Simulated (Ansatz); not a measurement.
One change: `C[SiH2]CBr` becomes `C[SiH2][CH2][AlH2]`.

Ansatz, PBE0-D4/def2-TZVP geometries, multiplicity 1. Each molecule was computed in one conformer, which needn't be the lowest.

Scalar relativity is left out up to krypton. Spin–orbit coupling is left out; it splits and shifts lone-pair levels of the heavy atoms by tenths of an eV.

```json
{"property": "size of the dipole moment (ωB97M-V/def2-TZVPP) / D", "`C[SiH2]CBr`": "1.55"}
{"property": "HOMO–LUMO gap (PBE0/def2-TZVPP) / eV", "`C[SiH2]CBr`": "7.43"}
{"property": "HOMO energy (PBE0/def2-TZVPP) / eV", "`C[SiH2]CBr`": "-7.70"}
{"property": "HOMO–LUMO gap (PBE/def2-TZVPP) / eV", "`C[SiH2]CBr`": "5.18"}
{"property": "size of the dipole moment (B3LYP/def2-TZVPP) / D", "`C[SiH2]CBr`": "1.55"}
{"property": "LUMO energy (PBE0/def2-TZVPP) / eV", "`C[SiH2]CBr`": "-0.28"}
```

Question: What does the change do to each property? (Best estimate.)

Answer: Computed: 
| property | `C[SiH2][CH2][AlH2]` | shift |
| --- | --- | --- |
| size of the dipole moment (ωB97M-V/def2-TZVPP) / D | 1.02 | -0.53 |
| HOMO–LUMO gap (PBE0/def2-TZVPP) / eV | 6.50 | -0.93 |
| HOMO energy (PBE0/def2-TZVPP) / eV | -7.89 | -0.19 |
| HOMO–LUMO gap (PBE/def2-TZVPP) / eV | 4.52 | -0.66 |
| size of the dipole moment (B3LYP/def2-TZVPP) / D | 1.00 | -0.55 |
| LUMO energy (PBE0/def2-TZVPP) / eV | -1.39 | -1.11 |

With PBE0 the HOMO falls by 0.19 eV and the LUMO falls by 1.11 eV, so the gap narrows by about 0.92 eV. PBE moves the HOMO by -0.23 eV and ωB97M-V by -0.14 eV. Dipoles are sizes alone; their direction can turn.

B3LYP here is the variant with VWN-RPA as its local correlation; programs differ in this.
